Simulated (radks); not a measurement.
Values are calculated unless marked as measured or tabulated.
Question: All-electron atom: Se III in [Ar] 3d10 4s2 4p2. Code: a radial shooting solver on a logarithmic mesh with Libxc functionals. Model: scalar-relativistic Kohn-Sham, LDA (Slater exchange, Perdew-Zunger correlation), spin-unpolarised, spherical densities, finite nucleus; Fermi nuclear charge, rms radius 4.14 fm. Some entries of the table are withheld. Estimate them.

| orbital | occ. | eigenvalue (eV) | <1/r> (bohr^-1) | <r^2> (bohr^2) |
|---|---|---|---|---|
| 1s | 2 | -12506.68 | 34.51 | 0.002623 |
| 2s | 2 | -1627.628 | 7.620 | 0.04541 |
| 2p | 6 | -1435.899 | 7.470 | 0.03591 |
| 3s | 2 | -235.4540 | 2.486 | (1) |
| 3p | 6 | -175.4859 | 2.336 | 0.4087 |
| 3d | 10 | (2) | (3) | (4) |
| 4s | 2 | -37.9100 | 0.7854 | 3.236 |
| 4p | 2 | -25.7075 | 0.6603 | 4.493 |

Answer: 
(1) 3s <r^2> (bohr^2): 0.3809
(2) 3d eigenvalue (eV): -76.1089
(3) 3d <1/r> (bohr^-1): 2.035
(4) 3d <r^2> (bohr^2): 0.4940
